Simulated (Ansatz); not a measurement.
**Molecular dynamics of C₃H₁₀ClNSi**

Input file:

```yaml
crystal:
  periodic: [false, false, false]
  atoms:
    - { symbol: Si, position_ang: [-0.377823, -0.090791, 0.091134] }
    - { symbol: "N", position_ang: [-0.544213, 0.167558, 1.77277] }
    - { symbol: C, position_ang: [-1.361504, -0.797922, 2.534363] }
    - { symbol: H, position_ang: [-2.439241, -0.586302, 2.265179] }
    - { symbol: H, position_ang: [-1.174548, -1.899305, 2.423954] }
    - { symbol: H, position_ang: [-1.269883, -0.597206, 3.613844] }
    - { symbol: C, position_ang: [0.448618, 0.980351, 2.580545] }
    - { symbol: H, position_ang: [1.468897, 0.544443, 2.659284] }
    - { symbol: H, position_ang: [0.647094, 1.990091, 2.139279] }
    - { symbol: H, position_ang: [0.157688, 1.078432, 3.601706] }
    - { symbol: Cl, position_ang: [1.488883, -1.106408, -0.409559] }
    - { symbol: C, position_ang: [-0.213855, 1.545942, -0.77055] }
    - { symbol: H, position_ang: [-1.037885, 2.176184, -0.425638] }
    - { symbol: H, position_ang: [0.734312, 2.065071, -0.562905] }
    - { symbol: H, position_ang: [-0.25956, 1.418976, -1.87773] }
    - { symbol: H, position_ang: [-1.453324, -0.907114, -0.402293] }
basis:
  gaussian: { orbitals: STO-3G }
hamiltonian:
  xc: b3lyp
  dispersion: d4
md:
  timestep: 0.5
  n_steps: 166
  ensemble: nve
  temperature: 1500.0
  initial_velocities: maxwell_boltzmann
  seed: 139612
```

Run as:

```bash
$ ansatz run input.yaml --threads 1 --pin off --max-ram 2048MiB --backend cpu --events-out ev --progress --plain --runs-dir out
```

It goes on from the last frame of an earlier run, with new velocities.

Output, in part (step lines, the closing report, with atoms numbered from 0):

```
md step     0: t =     0.00 fs  T =  1500.0 K  F+E_penalty+E_count = -24881.44286872 eV  E_kin = 2.714460 eV  conserved = -24878.72840874 eV  (21 SCF iters)
[... lines left out ...]
Total energy: -24880.46965648 eV, -914.3403952876 hartree
Atom 0 at    -0.446777     0.067499     0.042950 Å, force     1.222501    -0.943724    -0.461878 eV/Å
Atom 1 at    -0.527922     0.161004     1.731968 Å, force     0.768640     0.469987     2.423231 eV/Å
Atom 2 at    -1.055408    -1.038073     2.498013 Å, force    -2.101272    -0.060697    -2.163397 eV/Å
Atom 3 at    -1.451994    -1.782777     1.785521 Å, force     0.870913    -0.204785    -0.548277 eV/Å
Atom 4 at    -0.385705    -1.559605     3.149741 Å, force     1.380280    -0.223518     0.801880 eV/Å
Atom 5 at    -2.010969    -0.904888     3.021893 Å, force     0.034066     1.320553     0.976638 eV/Å
Atom 6 at     0.407410     0.986523     2.587774 Å, force     0.177440    -0.535154     3.129059 eV/Å
Atom 7 at     1.214273     0.430428     3.140346 Å, force    -0.667431    -1.189644    -0.529797 eV/Å
Atom 8 at     1.132158     1.701139     2.113652 Å, force    -1.909545     0.571347    -0.469640 eV/Å
Atom 9 at    -0.218275     1.328433     3.527106 Å, force     1.210243     0.602986    -2.289660 eV/Å
Atom 10 at     1.396328    -1.161941    -0.277188 Å, force    -1.131759     0.593182    -0.287356 eV/Å
Atom 11 at    -0.153426     1.654471    -0.935844 Å, force     2.244100    -1.836993    -1.285943 eV/Å
Atom 12 at    -0.123881     2.554006    -0.381017 Å, force     0.202611     1.276638     1.425757 eV/Å
Atom 13 at     0.862784     1.542195    -1.478806 Å, force    -1.888299     0.294376     0.885683 eV/Å
Atom 14 at    -0.919060     1.808462    -1.673538 Å, force    -0.675996    -0.168067    -0.854819 eV/Å
Atom 15 at    -1.652278    -0.705501    -0.199449 Å, force     0.263507     0.033513    -0.751480 eV/Å
Dipole moment:    -0.514916     0.421109     0.140641 e Å
```

The steps, from the saved trajectory:

```tsv
time (fs)	T (K)	potential energy less start (eV)	conserved less start (meV/atom)
0	1500	0.000	0.00
2.5	801	1.286	1.30
5	829	1.225	0.64
7.5	664	1.533	1.25
10	1158	0.620	0.05
12.5	677	1.509	1.19
15	794	1.289	0.68
17.5	708	1.451	1.08
20	1133	0.665	0.08
22.5	724	1.421	1.10
25	811	1.260	0.80
27.5	932	1.041	0.77
30	1115	0.702	0.35
32.5	849	1.191	0.78
35	692	1.479	1.01
37.5	1009	0.896	0.51
40	1008	0.902	0.70
42.5	856	1.175	0.60
45	512	1.807	1.18
47.5	1000	0.911	0.37
50	824	1.242	1.19
52.5	968	0.969	0.35
55	496	1.838	1.29
57.5	1011	0.892	0.40
60	747	1.383	1.30
62.5	1010	0.889	0.13
65	539	1.760	1.32
67.5	1052	0.818	0.48
70	822	1.244	0.99
72.5	942	1.012	0.11
75	557	1.726	1.28
77.5	1030	0.861	0.63
80	1041	0.840	0.60
82.5	964	0.975	0.29
```

All steps were run. The conserved energy stayed within 1.5 meV per atom of its start (net change 0.26 meV per atom), so the integration is sound. Over the second half the temperature averaged 0.56 of the 1500 K drawn at the start: a run that starts near a minimum puts about half its kinetic energy into the potential. A run of 0.083 ps of so small a system gives no equilibrium averages. Limits of this set-up: minimal basis.

The same pairs are bonded in the first frame and the last. Pairs count as bonded within 1.25 times the sum of covalent radii (0.12 Å more for H–H).

Last frame:

```xyz
16
Properties=species:S:1:pos:R:3
Si -0.447 0.068 0.043
N -0.528 0.161 1.732
C -1.055 -1.038 2.498
H -1.452 -1.783 1.786
H -0.386 -1.560 3.150
H -2.011 -0.905 3.022
C 0.407 0.987 2.588
H 1.214 0.430 3.140
H 1.132 1.701 2.114
H -0.218 1.328 3.527
Cl 1.396 -1.162 -0.277
C -0.153 1.655 -0.936
H -0.124 2.554 -0.381
H 0.863 1.542 -1.479
H -0.919 1.808 -1.673
H -1.652 -0.706 -0.199
```

Run time: 11 min on 1 thread of Arm Neoverse V2, with other jobs on the host, peak memory 0.13 GiB.
